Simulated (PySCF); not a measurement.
Finite-field polarisability of Ge (germanium, neutral)

[Ar] 3d10 4s2 4p2, high-spin 3P determinant. Calculation: PySCF 2.14, in aug-cc-pVDZ-PP with ECP10MDF; a scalar-relativistic core potential. Frozen: 3s2 3p6 3d10. Energy changes in a uniform field (μhartree):

```json
{"axis": "x", "F (au)": "0.0025", "HF": "-100.770", "MP2": "-99.100", "CCSD": "-97.854", "CCSD(T)": "-98.015"}
{"axis": "x", "F (au)": "0.005", "HF": "-403.100", "MP2": "-396.420", "CCSD": "-391.443", "CCSD(T)": "-392.085"}
{"axis": "y", "F (au)": "0.0021", "HF": "-97.297", "MP2": "-96.503", "CCSD": "-95.819", "CCSD(T)": "-96.048"}
{"axis": "y", "F (au)": "0.0042", "HF": "-389.581", "MP2": "-386.407", "CCSD": "-383.678", "CCSD(T)": "-384.596"}
```

By symmetry the remaining axis equals y.

**Question.** Derive α along x at CCSD(T) from the two fields.

**Answer.** With ΔE = −αF²/2 − γF⁴/24, α = −(16 ΔE(F) − ΔE(2F))/(6F²) = 31.36 bohr³.

**Question.** And the mean polarisability at each level?

**Answer.** The components xx, yy, zz at CCSD(T) are 31.36, 43.54, 43.54, the third axis being equal by symmetry to one of the two computed. Means: HF 40.16, MP2 39.74, CCSD 39.40, CCSD(T) 39.48 bohr³. Reference: 40 ± 1 bohr³ (recommended; Schwerdtfeger and Nagle, table of static dipole polarizabilities (2023 update)).

A double-zeta set is small for polarisabilities.
